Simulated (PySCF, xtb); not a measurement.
C5H4F2O, SMILES O=C1C=CCC1(F)F.

GFN2-xTB (xtb 6.7.1) at its own geometry gives an orbital gap of 2.71 eV and a dipole moment of 5.63 D.

Coordinates come from a PBE0-D3(BJ)/def2-SVP optimisation. This is a generated structure with no PubChem entry under its InChIKey; it may be hypothetical. One conformer was computed; it need not be the lowest.

### Question
What does PBE/def2-TZVP run with PySCF give? (The exact figures need the calculation; the answer reports its results.)

### Answer
gap 2.84 eV (levels -5.98 and -3.14 eV), dipole 4.72 D.
